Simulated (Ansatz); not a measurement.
The cluster GeS2⁺, relaxed as a quartet with UKS r2SCAN-D4/def2-TZVP in Ansatz, starting from the r2SCAN-D4/def2-TZVP geometry of the charge +1 doublet. Force threshold 0.02 eV/Å.

The relaxation made no stability test and no search for a lower SCF solution. At r2SCAN-D4/def2-TZVP a doublet of charge 1 lies 2.39 eV below the quartet, each at its own geometry. The structure comes from a short search, and lower isomers may exist.

Start:

```xyz
3

Ge    0.3954    0.1290    1.3141
S     0.7124   -0.4234   -0.8956
S    -1.1078    0.2944   -0.4185
```

Estimate the energy that the relaxation releases and the steps that it takes.

21.5 kcal/mol, in 5 steps; 13 s on 4 threads of Arm Neoverse V1 on a shared host. No frequencies were taken in this run, so the end may be a saddle point.

Does the start keep its bonding and symmetry?

By distances, no bond broke or formed. The bond that changes most is Ge1–S2, from 2.30 to 2.70 Å (atoms count from 1). Point group C2v at the start, C2v at the end, both within 0.05 Å; within 0.015 Å the end is Cs.

Predict the relaxed structure.


```xyz
3

Ge    0.4780    0.1595    1.6061
S     0.6203   -0.4193   -1.0317
S    -1.0983    0.2599   -0.5743
```
Bond lengths: 1 × Ge–S 2.69 Å; 1 × S–S 1.90 Å.
